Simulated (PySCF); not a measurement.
Molecule: `C=C=C=CC[SiH3]`, C5H8Si.

Mapped SMILES: `[CH2:1]=[C:2]=[C:3]=[CH:4][CH2:5][SiH3:6]` (H(Xn): hydrogen on atom n).

Geometry PBE0-D3(BJ)/def2-SVP throughout; GIAO in PySCF 2.14.0 with density-fitted response routines, gas phase, one conformer, non-relativistic; equivalent atoms averaged; functional PBE0.

For orientation, 6-31G* gives these absolute shieldings σ: C3 34.6, C4 89.0, C1 105.8, C5 176.7, Si6 453.6, H(C4) 26.22, H(C1) 26.95, H(Si6) 27.79, H(C5) 30.22 ppm.

A run gave: C3 8.3, C4 66.7, C1 87.8, C5 164.7, Si6 416.8, H(C4) 25.42, H(C1) 25.93, H(Si6) 27.33, H(C5) 29.35 ppm (absolute shieldings σ).

Task: Which basis set was used in that run?
A. def2-TZVP
B. pcSseg-1
C. def2-SVP
D. 6-31G
E. 6-311+G(2d,p)

Result: B. C1 tells them apart best: pcSseg-1 gives 87.8, 6-311+G(2d,p) gives 93.1, def2-TZVP gives 92.8, def2-SVP gives 102.5, 6-31G gives 109.5 ppm.
